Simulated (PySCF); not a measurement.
## TlHg⁺: frontier orbitals

TPSSh at R = 3.289 Å; PySCF, scalar-relativistic core potentials, basis sets Tl def2-SVP with ECP60, Hg def2-SVP with ECP60. State: ¹Σ⁺ (singlet), closed shell. Only the outer orbitals are listed, counted within each symmetry, core potentials removing the inner ones.

```csv
orbital,occ.,ε (eV),on Tl (%),main shells (%)
6σ,2,-16.17,65,"65 Tl s, 31 Hg d"
4π,2,-15.52,0,100 Hg d
4π,2,-15.52,0,100 Hg d
2δ,2,-15.41,0,100 Hg d
2δ,2,-15.41,0,100 Hg d
7σ,2,-15.31,31,"68 Hg d, 30 Tl s"
8σ,2,-11.72,11,89 Hg s
5π,0,-7.22,95,95 Tl p
5π,0,-7.22,95,95 Tl p
9σ,0,-7.03,72,"72 Tl p, 18 Hg p, 9 Hg s"
```

Which are the highest filled and the lowest empty level, where do they sit, and how wide is the gap?

Highest filled 8σ at -11.72 eV (in %: 89 Hg s); lowest empty 5π at -7.22 eV (in %: 95 Tl p); the gap at TPSSh is 4.50 eV.

| Quantity | Value |
| --- | --- |
| bond order (Mayer) | 0.35 |
| ⟨S²⟩ | 0.000 |
| charge on Tl (Mulliken, basis-dependent) | 0.85 |
| charge on Tl (Löwdin, basis-dependent) | 0.76 |
| dipole moment (positive dipole points towards Hg; it is taken about the centre of mass and depends on that origin) | -4.20 D |

Closed-shell solutions of metal pairs were not tested for spin polarisation, which can lower them a little. Spin–orbit coupling is left out.
